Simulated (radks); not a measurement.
Task: Radial electron density D(r) = 4 pi r^2 rho(r) of an atom or ion with 11 electrons. Calculated with a radial shooting solver on a logarithmic mesh with Libxc functionals: scalar-relativistic Kohn-Sham, Slater X-alpha with alpha = 0.739, spin-polarised, spherical densities, finite nucleus; Fermi nuclear charge, rms radius of each element as measured or else 0.836 A^(1/3) + 0.57 fm.

r (bohr)  D(r) (e/bohr)  spin D(r)
0.006029         0.4404   0.000905
0.006798         0.5491    0.00113
0.007726         0.6930    0.00142
0.008711         0.8597    0.00176
0.009901          1.078    0.00221
0.01116           1.329    0.00272
0.01259           1.631    0.00334
0.01431           2.020    0.00413
0.01613           2.456    0.00501
0.01819           2.969    0.00604
0.02067           3.611    0.00731
0.0233            4.307    0.00868
0.02628           5.096     0.0102
0.02986           6.037     0.0120
0.03367           7.003     0.0138
0.03827           8.103     0.0157
0.04315           9.167     0.0174
0.04865           10.22     0.0189
0.05529           11.28     0.0201
0.06234           12.15     0.0207
0.07029           12.82     0.0204
0.07989           13.24     0.0191
0.09007           13.32     0.0166
0.1016            13.06     0.0130
0.1154            12.41    0.00808
0.1301            11.52    0.00286
0.1479            10.39   -0.00257
0.1668            9.302   -0.00654
0.188             8.369   -0.00831
0.2137            7.710   -0.00658
0.241             7.521  -0.000794
0.2717            7.777    0.00909
0.3088            8.468     0.0231
0.3482            9.345     0.0373
0.3957            10.28     0.0503
0.4461            10.91     0.0569
0.503             11.11     0.0554
0.5717            10.73     0.0443
0.6446            9.831     0.0272
0.7268            8.501    0.00869
0.826             6.810   -0.00402
0.9314            5.183  -0.000692
1.05              3.702     0.0242
1.193             2.424     0.0775
1.346             1.565      0.150
1.529            0.9869      0.240
1.724            0.6945      0.324
1.944            0.5567      0.392
2.21             0.4913      0.431
2.491            0.4465      0.426
2.809            0.3873      0.381
3.193            0.3030      0.302
3.6              0.2155      0.215
4.059            0.1356      0.136
4.613           0.07129     0.0713
5.201           0.03347     0.0335
5.911           0.01248     0.0125
6.665          0.004118    0.00412
7.515          0.001117    0.00112
8.541         0.0002190   0.000219

What is the nuclear charge?

Result: Z = 12. The innermost maximum, from 1s, lies near gamma/Z bohr with gamma = sqrt(1 - (Z/c)^2) = 0.996, here 0.083 bohr (found: 0.0872), and its height grows with Z. The density is that of the magnesium ion Mg+ in [Ne] 3s1; the configuration itself is not fixed sharply by these data, and Z only to about a unit. D(r) has 2 maxima, at r = 0.0872, 0.495 bohr, and minima at 0.239 bohr, inside which lie 2.21 electrons.
